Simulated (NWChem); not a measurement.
Basis-set convergence for H₄AlP

SMILES: [AlH2][PH2]
```xyz
6

Al     0.2281     1.1809     0.0000
H      0.4199     1.9446    -1.3944
H      0.4199     1.9446     1.3944
P     -0.1094    -1.1352     0.0000
H     -1.0821    -1.1060    -1.0617
H     -1.0821    -1.1060     1.0617
```
Charge 0, spin multiplicity 1.

All runs are NWChem calculations. All single points use one geometry, from PBE/def2-SVP, a minimum by its harmonic frequencies. It is one conformer; others weren't searched.

Quantity: first vertical ionisation energy at the level G0W0@PBE0.

The structure started from a generated list of species.

Task: In def2-QZVP the value is 9.41 eV. Among def2-SVP, def2-SVPD, def2-TZVPD, which is the smallest basis within 0.2 eV of it?

Result: No smaller set comes that close. def2-QZVP isn't the basis-set limit itself, and a small set can land close by cancellation.

```csv
basis,functions,first vertical ionisation energy (eV)
def2-SVP,56,8.84
def2-SVPD,80,8.90
def2-TZVPD,122,9.18
def2-QZVP,260,9.41
```
